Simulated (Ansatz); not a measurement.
Ansatz (a first-principles code) input for C₂H₇BFNO, SMILES CCNB(O)F, PBE0-D3(BJ)/def2-SVP. 

Ansatz 0.2 input:
```yaml
crystal:
  periodic: [false, false, false]
  atoms:
    - {symbol: C, position_ang: [-2.47246842, -0.47630646, 0.15712880]}
    - {symbol: C, position_ang: [-1.36509698, 0.52730946, 0.48810106]}
    - {symbol: N, position_ang: [-0.25498706, 0.49353955, -0.44657417]}
    - {symbol: B, position_ang: [1.04591099, 0.01299328, -0.18397932]}
    - {symbol: O, position_ang: [1.99673724, -0.01659567, -1.17724958]}
    - {symbol: F, position_ang: [1.36406139, -0.41895710, 1.06611386]}
    - {symbol: H, position_ang: [-2.08031253, -1.51345668, 0.16867960]}
    - {symbol: H, position_ang: [-2.89700781, -0.28825384, -0.85155139]}
    - {symbol: H, position_ang: [-3.30445861, -0.40964430, 0.88796383]}
    - {symbol: H, position_ang: [-0.95727594, 0.31760855, 1.49748715]}
    - {symbol: H, position_ang: [-1.79731304, 1.55359074, 0.53621975]}
    - {symbol: H, position_ang: [-0.47277484, 0.78331575, -1.40154238]}
    - {symbol: H, position_ang: [2.83943943, -0.36554219, -0.83974783]}
basis:
  gaussian:
    orbitals: def2-SVP
hamiltonian:
  xc: pbe0
  dispersion: d3bj
relax: {f_tol: 0.002, max_steps: 200}
```

Program output:

```
WARN ansatz: RAYON_NUM_THREADS=2 ignored (pool sized by the plan → 2); use --threads N
Functional definition: PBE0
integrals: 0.08 GiB planned
1324 factors; integrals over basis functions are off by at most 3.7e-4 eV
mean field: 0.64 GiB planned
mean field evaluation 1: about -9097.1185 eV, gradient 6.6e1 eV
mean field evaluation 2: about -9092.6894 eV, gradient 8.1e1 eV
mean field evaluation 4: about -9105.9283 eV, gradient 2.7e0 eV
mean field evaluation 8: about -9106.0084 eV, gradient 1.0e-1 eV
mean field evaluation 16: about -9106.0085 eV, gradient 6.2e-5 eV
mean field -9106.00846093 eV, -334.6396386650 hartree, gradient 6.2e-5 eV, S^2 0.000000; 0 other end points of the search recorded, 0 dependent functions left out
the calculation of the forces begins
reference -9106.00848823 eV, -334.6396396680 hartree; 24, 24 occupied and 95, 95 virtual orbitals, 1324 factors
relax step   1: F+E_penalty+E_count = -9106.20095761 eV  Δ(F+E_penalty+E_count) = +0.000e0 eV  max|allowed force component| = 6.497e-1 eV/Å  Δτ_max = 0.0000 Å  (26 SCF iters, accepted)
these checks for a lower state are left out or cut short: starts, cluster_reference, orbital_swaps, neighbouring_geometries, increment
integrals: 0.08 GiB planned
1324 factors; integrals over basis functions are off by at most 3.5e-4 eV
mean field: 0.64 GiB planned
mean field -9106.02919322 eV, -334.6404005624 hartree, gradient 1.2e-5 eV, S^2 0.000000; 0 other end points of the search recorded, 0 dependent functions left out
the calculation of the forces begins
reference -9106.02922043 eV, -334.6404015624 hartree; 24, 24 occupied and 95, 95 virtual orbitals, 1324 factors
relax step   2: F+E_penalty+E_count = -9106.22255790 eV  Δ(F+E_penalty+E_count) = -2.160e-2 eV  max|allowed force component| = 2.509e-1 eV/Å  Δτ_max = 0.0200 Å  (31 SCF iters, accepted)
these checks for a lower state are left out or cut short: starts, cluster_reference, orbital_swaps, neighbouring_geometries, increment
integrals: 0.08 GiB planned
1324 factors; integrals over basis functions are off by at most 3.4e-4 eV
mean field: 0.64 GiB planned
mean field -9106.03124263 eV, -334.6404758768 hartree, gradient 1.1e-5 eV, S^2 0.000000; 0 other end points of the search recorded, 0 dependent functions left out
the calculation of the forces begins
reference -9106.03126981 eV, -334.6404768757 hartree; 24, 24 occupied and 95, 95 virtual orbitals, 1324 factors
relax step   3: F+E_penalty+E_count = -9106.22488185 eV  Δ(F+E_penalty+E_count) = -2.324e-3 eV  max|allowed force component| = 3.199e-2 eV/Å  Δτ_max = 0.0067 Å  (24 SCF iters, accepted)
these checks for a lower state are left out or cut short: starts, cluster_reference, orbital_swaps, neighbouring_geometries, increment
integrals: 0.08 GiB planned
1324 factors; integrals over basis functions are off by at most 3.4e-4 eV
mean field: 0.64 GiB planned
mean field evaluation 32: about -9106.0312 eV, gradient 1.6e-1 eV
mean field -9106.03129712 eV, -334.6404778795 hartree, gradient 1.1e-5 eV, S^2 0.000000; 0 other end points of the search recorded, 0 dependent functions left out
the calculation of the forces begins
reference -9106.03132430 eV, -334.6404788784 hartree; 24, 24 occupied and 95, 95 virtual orbitals, 1324 factors
relax step   4: F+E_penalty+E_count = -9106.22493854 eV  Δ(F+E_penalty+E_count) = -5.669e-5 eV  max|allowed force component| = 1.969e-2 eV/Å  Δτ_max = 0.0016 Å  (23 SCF iters, accepted)
these checks for a lower state are left out or cut short: starts, cluster_reference, orbital_swaps, neighbouring_geometries, increment
integrals: 0.08 GiB planned
1324 factors; integrals over basis functions are off by at most 3.4e-4 eV
mean field: 0.64 GiB planned
mean field -9106.03135704 eV, -334.6404800814 hartree, gradient 1.0e-5 eV, S^2 0.000000; 0 other end points of the search recorded, 0 dependent functions left out
the calculation of the forces begins
reference -9106.03138422 eV, -334.6404810804 hartree; 24, 24 occupied and 95, 95 virtual orbitals, 1324 factors
relax step   5: F+E_penalty+E_count = -9106.22498158 eV  Δ(F+E_penalty+E_count) = -4.304e-5 eV  max|allowed force component| = 1.143e-2 eV/Å  Δτ_max = 0.0031 Å  (22 SCF iters, accepted)
these checks for a lower state are left out or cut short: starts, cluster_reference, orbital_swaps, neighbouring_geometries, increment
integrals: 0.08 GiB planned
1324 factors; integrals over basis functions are off by at most 3.4e-4 eV
mean field: 0.64 GiB planned
mean field -9106.03139615 eV, -334.6404815187 hartree, gradient 8.9e-5 eV, S^2 0.000000; 0 other end points of the search recorded, 0 dependent functions left out
the calculation of the forces begins
reference -9106.03142334 eV, -334.6404825179 hartree; 24, 24 occupied and 95, 95 virtual orbitals, 1324 factors
relax step   6: F+E_penalty+E_count = -9106.22499290 eV  Δ(F+E_penalty+E_count) = -1.132e-5 eV  max|allowed force component| = 7.438e-3 eV/Å  Δτ_max = 0.0023 Å  (19 SCF iters, accepted)
these checks for a lower state are left out or cut short: starts, cluster_reference, orbital_swaps, neighbouring_geometries, increment
integrals: 0.08 GiB planned
1324 factors; integrals over basis functions are off by at most 3.4e-4 eV
mean field: 0.64 GiB planned
mean field -9106.03139292 eV, -334.6404814001 hartree, gradient 3.9e-5 eV, S^2 0.000000; 0 other end points of the search recorded, 0 dependent functions left out
the calculation of the forces begins
reference -9106.03142011 eV, -334.6404823993 hartree; 24, 24 occupied and 95, 95 virtual orbitals, 1324 factors
relax step   7: F+E_penalty+E_count = -9106.22499557 eV  Δ(F+E_penalty+E_count) = -2.669e-6 eV  max|allowed force component| = 1.415e-3 eV/Å  Δτ_max = 0.0004 Å  (18 SCF iters, accepted)
integrals: 0.08 GiB planned
1324 factors; integrals over basis functions are off by at most 3.4e-4 eV
mean field: 0.64 GiB planned
mean field evaluation 64: about -9106.0314 eV, gradient 5.1e-3 eV
mean field -9106.03139292 eV, -334.6404814001 hartree, gradient 3.9e-5 eV, S^2 0.000000; 1 other end points of the search recorded, 0 dependent functions left out
the calculation of the forces begins
reference -9106.03142011 eV, -334.6404823993 hartree; 24, 24 occupied and 95, 95 virtual orbitals, 1324 factors
Total energy: -9106.22502276 eV, -334.6475971654 hartree
Atom 0 at    -2.463099    -0.472684     0.157198 Å, force    -0.000281    -0.000102    -0.000271 eV/Å
Atom 1 at    -1.360056     0.522170     0.483972 Å, force    -0.000977     0.000888     0.001263 eV/Å
Atom 2 at    -0.259275     0.484785    -0.447511 Å, force     0.001375    -0.001058    -0.001087 eV/Å
Atom 3 at     1.033934     0.012953    -0.184102 Å, force     0.000411     0.000428     0.001415 eV/Å
Atom 4 at     1.983555    -0.014853    -1.161458 Å, force    -0.000159     0.000470    -0.001177 eV/Å
Atom 5 at     1.347953    -0.416373     1.054349 Å, force    -0.000295     0.000123    -0.000444 eV/Å
Atom 6 at    -2.074841    -1.502630     0.168039 Å, force    -0.000105     0.000290     0.000051 eV/Å
Atom 7 at    -2.885797    -0.284542    -0.843139 Å, force     0.000085     0.000012     0.000238 eV/Å
Atom 8 at    -3.286449    -0.405185     0.885191 Å, force     0.000143    -0.000037    -0.000260 eV/Å
Atom 9 at    -0.955724     0.313810     1.485803 Å, force    -0.000125    -0.000181    -0.000351 eV/Å
Atom 10 at    -1.784758     1.541849     0.531122 Å, force     0.000283    -0.000407     0.000005 eV/Å
Atom 11 at    -0.471731     0.777137    -1.393360 Å, force    -0.000090    -0.000265     0.000266 eV/Å
Atom 12 at     2.820742    -0.356836    -0.835055 Å, force    -0.000264    -0.000160     0.000351 eV/Å
Dipole moment:    -0.099380     0.032544    -0.078767 e Å
```

Self-consistency was reached.

Cost: roughly 40 core-seconds.
